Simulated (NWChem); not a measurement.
System: CH3CoFN2, quartet; SMILES [F][Co]1[NH]C=[NH]->1

The following NWChem deck was run.

```
start job
memory heap 200 mb stack 900 mb global 1100 mb
geometry units angstroms
  Co     0.247901    -0.357715     0.074620
  F      1.427456    -1.499447    -0.220630
  C     -1.260459     1.484602     0.008100
  N     -1.164810     0.557888     0.951961
  N     -0.427160     1.349749    -0.978882
  H     -1.991584     2.296177     0.071340
  H     -1.808065     0.651732     1.726271
  H     -0.458302     2.030168    -1.724361
end
basis spherical
  * library 6-31g*
end
dft
  odft
  mult 4
  xc b3lyp
  iterations 150
end
driver
  maxiter 120
end
task dft optimize
```

NWChem printed, in part:

```
             Northwest Computational Chemistry Package (NWChem) 7.3.0
             --------------------------------------------------------

 CS  symmetry detected

                             Geometry "geometry" -> ""
                             -------------------------

 Output coordinates in angstroms (scale by  1.889725989 to convert to a.u.)

  No.       Tag          Charge          X              Y              Z
 ---- ---------------- ---------- -------------- -------------- --------------
    1 Co                  27.0000    -0.10421966    -0.52028712     0.00000000
    2 F                    9.0000     0.17676017    -2.16440538     0.00000000
    3 C                    6.0000     0.05431553     1.85638561     0.00000000
    4 N                    7.0000    -1.05177674     1.12468827     0.00000000
    5 N                    7.0000     1.16105193     1.17679712     0.00000000
    6 H                    1.0000     0.02008151     2.95001485     0.00000000
    7 H                    1.0000    -1.92044341     1.64194824     0.00000000
    8 H                    1.0000     2.03263160     1.68672604     0.00000000

 Effective nuclear repulsion energy (a.u.)     321.6296578856

      Symmetry information
      --------------------

 Group name             Cs
 Group number              2
 Group order               2
 No. of unique centers     8

                                Z-matrix (autoz)
                                --------

 Units are Angstrom for bonds and degrees for angles

      Type          Name      I     J     K     L     M      Value
      ----------- --------  ----- ----- ----- ----- ----- ----------
    1 Stretch                  1     2                       1.66796
    2 Stretch                  1     3                       2.38195
    3 Stretch                  1     4                       1.89837
    4 Stretch                  1     5                       2.11684
    5 Stretch                  3     4                       1.32621
    6 Stretch                  3     5                       1.29873
    7 Stretch                  3     6                       1.09416
    8 Stretch                  4     7                       1.01101
    9 Stretch                  5     8                       1.00979
   10 Bend                     1     3     4                52.69850
   11 Bend                     1     3     5                62.26435
   12 Bend                     1     4     3                93.54198
   13 Bend                     1     4     7               150.71557
   14 Bend                     1     5     3                84.84530
   15 Bend                     1     5     8               157.03692
   16 Bend                     2     1     3               166.48560
   17 Bend                     2     1     4               159.75487
   18 Bend                     2     1     5               133.59525
   19 Bend                     3     1     4                33.75953
   20 Bend                     3     1     5                32.89035
   21 Bend                     3     4     7               115.74245
   22 Bend                     3     5     8               118.11779
   23 Bend                     4     1     5                66.64988
   24 Bend                     4     3     5               114.96285
   25 Bend                     4     3     6               121.69231
   26 Bend                     5     3     6               123.34484
   27 Torsion                  1     3     4     7         180.00000
   28 Torsion                  1     3     5     8         180.00000
   29 Torsion                  1     4     3     5           0.00000
   30 Torsion                  1     4     3     6         180.00000
   31 Torsion                  1     5     3     4           0.00000
   32 Torsion                  1     5     3     6         180.00000
   33 Torsion                  2     1     3     4         180.00000
   34 Torsion                  2     1     3     5           0.00000
   35 Torsion                  2     1     4     3         180.00000
   36 Torsion                  2     1     4     7           0.00000
   37 Torsion                  2     1     5     3         180.00000
   38 Torsion                  2     1     5     8           0.00000
   39 Torsion                  3     1     4     7         180.00000
   40 Torsion                  3     1     5     8         180.00000
   41 Torsion                  3     4     1     5           0.00000
   42 Torsion                  3     5     1     4           0.00000
   43 Torsion                  4     1     3     5         180.00000
   44 Torsion                  4     1     5     8         180.00000
   45 Torsion                  4     3     1     5         180.00000
   46 Torsion                  4     3     5     8         180.00000
   47 Torsion                  5     1     4     7         180.00000
   48 Torsion                  5     3     4     7         180.00000
   49 Torsion                  6     3     4     7           0.00000
   50 Torsion                  6     3     5     8           0.00000

                           NWChem Geometry Optimization
                           ----------------------------

 maximum gradient threshold         (gmax) =   0.000450
 rms gradient threshold             (grms) =   0.000300
 maximum cartesian step threshold   (xmax) =   0.001800
 rms cartesian step threshold       (xrms) =   0.001200
 fixed trust radius                (trust) =   0.300000
 source of zmatrix                         =   autoz

          -------------------
          Energy Minimization
          -------------------

 Using diagonal initial Hessian
 Scaling for Hessian diagonals: bonds = 1.00  angles = 0.25  torsions = 0.10

          --------
          Step   0

                                 NWChem DFT Module
                                 -----------------

 Summary of "ao basis" -> "ao basis" (spherical)
 ------------------------------------------------------------------------------
       Tag                 Description            Shells   Functions and Types
 ---------------- ------------------------------  ------  ---------------------
 Co                          6-31g*                 12       34   5s4p2d1f
 F                           6-31g*                  6       14   3s2p1d
 C                           6-31g*                  6       14   3s2p1d
 N                           6-31g*                  6       14   3s2p1d
 H                           6-31g*                  2        2   2s

      Symmetry analysis of basis
      --------------------------

        a'         69
        a"         27

            General Information
            -------------------
          SCF calculation type: DFT
          Wavefunction type:  spin polarized.
          No. of atoms     :     8
          No. of electrons :    59
           Alpha electrons :    31
            Beta electrons :    28
          Charge           :     0
          Spin multiplicity:     4
          Use of symmetry is: on ; symmetry adaption is: on
          Maximum number of iterations: 150
          AO basis - number of functions:    96
                     number of shells:    42
          Convergence on energy requested:  1.00D-06
          Convergence on density requested:  1.00D-05
          Convergence on gradient requested:  5.00D-04

              XC Information
              --------------
                         B3LYP Method XC Potential
                     Hartree-Fock (Exact) Exchange  0.200
                        Slater Exchange Functional  0.800 local
                    Becke 1988 Exchange Functional  0.720 non-local
              Lee-Yang-Parr Correlation Functional  0.810
                  VWN I RPA Correlation Functional  0.190 local

             Grid Information
             ----------------
          Grid used for XC integration:  medium
          Radial quadrature: Mura-Knowles
          Angular quadrature: Lebedev.
          Tag              B.-S. Rad. Rad. Pts. Rad. Cut. Ang. Pts.
          ---              ---------- --------- --------- ---------
          Co                  1.35      112          10.0       590
          F                   0.50       49          12.0       434
          C                   0.70       49          10.0       434
          N                   0.65       49           8.0       434
          H                   0.35       45          11.0       434
          Grid pruning is: on
          Number of quadrature shells:   443
          Spatial weights used:  Erf1

      Superposition of Atomic Density Guess
      -------------------------------------

 Sum of atomic energies:       -1628.22302760

      Non-variational initial energy
      ------------------------------

 Total energy =   -1629.349318
 1-e energy   =   -2893.120859
 2-e energy   =     942.141882
 HOMO         =      -0.289357
 LUMO         =      -0.270020

   Symmetry analysis of molecular orbitals - initial alpha
   -------------------------------------------------------

  Numbering of irreducible representations:

     1 a'          2 a"

  Orbital symmetries:

     1 a'          2 a'          3 a'          4 a'          5 a"
     6 a'          7 a'          8 a'          9 a'         10 a'
    11 a'         12 a'         13 a"         14 a'         15 a'
    16 a'         17 a'         18 a'         19 a'         20 a'
    21 a"         22 a'         23 a"         24 a'         25 a'
    26 a"         27 a'         28 a"         29 a'         30 a"
    31 a'         32 a'         33 a"         34 a"         35 a'
    36 a'         37 a'         38 a'         39 a'         40 a'
    41 a"

   Symmetry analysis of molecular orbitals - initial beta
   ------------------------------------------------------

[...]

      ----------------------
      Optimization converged
      ----------------------

  Step       Energy      Delta E   Gmax     Grms     Xrms     Xmax
  ---- ---------------- -------- -------- -------- -------- --------
@   14   -1631.91519136 -5.4D-07  0.00003  0.00001  0.00043  0.00148
                                     ok       ok       ok       ok

                                Z-matrix (autoz)
                                --------

 Units are Angstrom for bonds and degrees for angles

      Type          Name      I     J     K     L     M      Value     Gradient
      ----------- --------  ----- ----- ----- ----- ----- ---------- ----------
    1 Stretch                  1     2                       1.76060    0.00001
    2 Stretch                  1     3                       2.40265   -0.00002
    3 Stretch                  1     4                       1.99109   -0.00002
    4 Stretch                  1     5                       2.02201   -0.00001
    5 Stretch                  3     4                       1.32880    0.00002
    6 Stretch                  3     5                       1.32206   -0.00003
    7 Stretch                  3     6                       1.09639    0.00000
    8 Stretch                  4     7                       1.01066    0.00001
    9 Stretch                  5     8                       1.01121   -0.00002
   10 Bend                     1     3     4                55.96311   -0.00001
   11 Bend                     1     3     5                57.30055    0.00001
   12 Bend                     1     4     3                90.46120   -0.00001
   13 Bend                     1     4     7               151.24900   -0.00000
   14 Bend                     1     5     3                89.31782    0.00000
   15 Bend                     1     5     8               152.46189   -0.00001
   16 Bend                     2     1     3               171.87750   -0.00002
   17 Bend                     2     1     4               154.54681    0.00000
   18 Bend                     2     1     5               138.49587   -0.00001
   19 Bend                     3     1     4                33.57569    0.00001
   20 Bend                     3     1     5                33.38163   -0.00001
   21 Bend                     3     4     7               118.28980    0.00001
   22 Bend                     3     5     8               118.22029    0.00000
   23 Bend                     4     1     5                66.95732    0.00000
   24 Bend                     4     3     5               113.26366   -0.00000
   25 Bend                     4     3     6               123.13589   -0.00000
   26 Bend                     5     3     6               123.60045    0.00000
   27 Torsion                  1     3     4     7         180.00000    0.00000
   28 Torsion                  1     3     5     8         180.00000    0.00000
   29 Torsion                  1     4     3     5           0.00000    0.00000
   30 Torsion                  1     4     3     6         180.00000    0.00000
   31 Torsion                  1     5     3     4           0.00000    0.00000
   32 Torsion                  1     5     3     6         180.00000    0.00000
   33 Torsion                  2     1     3     4         180.00000    0.00000
   34 Torsion                  2     1     3     5           0.00000    0.00000
   35 Torsion                  2     1     4     3         180.00000    0.00000
   36 Torsion                  2     1     4     7           0.00000    0.00000
   37 Torsion                  2     1     5     3         180.00000    0.00000
   38 Torsion                  2     1     5     8           0.00000    0.00000
   39 Torsion                  3     1     4     7         180.00000    0.00000
   40 Torsion                  3     1     5     8         180.00000    0.00000
   41 Torsion                  3     4     1     5           0.00000    0.00000
   42 Torsion                  3     5     1     4           0.00000    0.00000
   43 Torsion                  4     1     3     5         180.00000    0.00000
   44 Torsion                  4     1     5     8         180.00000    0.00000
   45 Torsion                  4     3     1     5         180.00000    0.00000
   46 Torsion                  4     3     5     8         180.00000    0.00000
   47 Torsion                  5     1     4     7         180.00000    0.00000
   48 Torsion                  5     3     4     7         180.00000    0.00000
   49 Torsion                  6     3     4     7           0.00000    0.00000
   50 Torsion                  6     3     5     8           0.00000    0.00000

                         Geometry "geometry" -> "geometry"
                         ---------------------------------

 Output coordinates in angstroms (scale by  1.889725989 to convert to a.u.)

  No.       Tag          Charge          X              Y              Z
 ---- ---------------- ---------- -------------- -------------- --------------
    1 Co                  27.0000    -0.01385656    -0.50687843     0.00000000
    2 F                    9.0000     0.19998558    -2.25444650     0.00000000
    3 C                    6.0000     0.03420324     1.89529411     0.00000000
    4 N                    7.0000    -1.08160188     1.17370320     0.00000000
    5 N                    7.0000     1.13223299     1.15896102     0.00000000
    6 H                    1.0000     0.03889433     2.99167178     0.00000000
    7 H                    1.0000    -1.96708360     1.66089261     0.00000000
    8 H                    1.0000     2.02562686     1.63266986     0.00000000

 Effective nuclear repulsion energy (a.u.)     315.7490178495

      Symmetry information
      --------------------

 Group name             Cs
 Group number              2
 Group order               2
 No. of unique centers     8

                Final and change from initial internal coordinates
                --------------------------------------------------

                                Z-matrix (autoz)
                                --------

 Units are Angstrom for bonds and degrees for angles

[...]
```

Level: B3LYP/6-31G* (spherical d), spin-unrestricted. In the optimisation the excess spin sits in a' and a" (Cs, its own frame). Not confirmed as a minimum by frequencies. This spin state was assumed; another may lie lower. B3LYP is NWChem's, with the RPA form of VWN correlation.
